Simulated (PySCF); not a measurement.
SMILES COc1ccc(C(=O)O)s1 (C₆H₆O₃S), GFN2-xTB optimised geometry.

```
16

C     -2.34    -2.64     0.01
O     -0.94    -2.82     0.00
C     -0.18    -1.72     0.00
C      1.19    -1.72     0.00
C      1.73    -0.43     0.00
C      0.77     0.55     0.00
C      0.98     1.99     0.00
O      2.06     2.53     0.00
O     -0.17     2.68     0.00
S     -0.83    -0.12     0.00
H     -2.78    -3.63     0.01
H     -2.66    -2.09     0.90
H     -2.67    -2.09    -0.88
H      1.77    -2.63     0.00
H      2.78    -0.20     0.00
H      0.02     3.63     0.00
```

Density from CAM-B3LYP/def2-TZVP (PySCF) at that geometry.

Minimum of the electron density along straight lines between bonded atoms, close to the bond critical point (lines longer than 1.1 times the sum of covalent radii, or with two minima, are not listed):

```json
[
 {"bond": "C1–O2", "length / Å": "1.410", "ρ at the minimum / e bohr⁻³": "0.256", "∇²ρ there / e bohr⁻⁵": "___", "position (fraction from the first atom)": "0.35"},
 {"bond": "O2–C3", "length / Å": "1.335", "ρ at the minimum / e bohr⁻³": "0.313", "∇²ρ there / e bohr⁻⁵": "-0.61", "position (fraction from the first atom)": "0.66"},
 {"bond": "C3–C4", "length / Å": "1.374", "ρ at the minimum / e bohr⁻³": "0.329", "∇²ρ there / e bohr⁻⁵": "-0.98", "position (fraction from the first atom)": "0.54"},
 {"bond": "C4–C5", "length / Å": "1.398", "ρ at the minimum / e bohr⁻³": "0.315", "∇²ρ there / e bohr⁻⁵": "-0.93", "position (fraction from the first atom)": "0.50"},
 {"bond": "C5–C6", "length / Å": "1.372", "ρ at the minimum / e bohr⁻³": "0.329", "∇²ρ there / e bohr⁻⁵": "-0.97", "position (fraction from the first atom)": "0.49"},
 {"bond": "C6–C7", "length / Å": "1.447", "ρ at the minimum / e bohr⁻³": "0.294", "∇²ρ there / e bohr⁻⁵": "___", "position (fraction from the first atom)": "0.49"},
 {"bond": "C7–O8", "length / Å": "1.208", "ρ at the minimum / e bohr⁻³": "0.433", "∇²ρ there / e bohr⁻⁵": "-0.42", "position (fraction from the first atom)": "0.34"},
 {"bond": "C7–O9", "length / Å": "1.349", "ρ at the minimum / e bohr⁻³": "0.308", "∇²ρ there / e bohr⁻⁵": "-0.74", "position (fraction from the first atom)": "0.35"},
 {"bond": "C3–S10", "length / Å": "1.735", "ρ at the minimum / e bohr⁻³": "0.214", "∇²ρ there / e bohr⁻⁵": "-0.45", "position (fraction from the first atom)": "0.50"},
 {"bond": "C6–S10", "length / Å": "1.738", "ρ at the minimum / e bohr⁻³": "0.212", "∇²ρ there / e bohr⁻⁵": "-0.43", "position (fraction from the first atom)": "0.47"},
 {"bond": "C1–H11", "length / Å": "1.088", "ρ at the minimum / e bohr⁻³": "0.289", "∇²ρ there / e bohr⁻⁵": "-1.05", "position (fraction from the first atom)": "0.65"},
 {"bond": "C1–H12", "length / Å": "1.094", "ρ at the minimum / e bohr⁻³": "0.284", "∇²ρ there / e bohr⁻⁵": "-1.01", "position (fraction from the first atom)": "0.65"},
 {"bond": "C1–H13", "length / Å": "1.094", "ρ at the minimum / e bohr⁻³": "0.284", "∇²ρ there / e bohr⁻⁵": "-1.01", "position (fraction from the first atom)": "0.65"},
 {"bond": "C4–H14", "length / Å": "1.073", "ρ at the minimum / e bohr⁻³": "0.290", "∇²ρ there / e bohr⁻⁵": "-1.05", "position (fraction from the first atom)": "0.65"},
 {"bond": "C5–H15", "length / Å": "1.075", "ρ at the minimum / e bohr⁻³": "0.293", "∇²ρ there / e bohr⁻⁵": "-1.08", "position (fraction from the first atom)": "0.66"},
 {"bond": "O9–H16", "length / Å": "0.969", "ρ at the minimum / e bohr⁻³": "0.351", "∇²ρ there / e bohr⁻⁵": "___", "position (fraction from the first atom)": "0.81"}
]
```

### Question
What belongs in the gaps?

### Answer

- C1–O2, ∇²ρ there / e bohr⁻⁵: -0.48
- C6–C7, ∇²ρ there / e bohr⁻⁵: -0.87
- O9–H16, ∇²ρ there / e bohr⁻⁵: -2.42
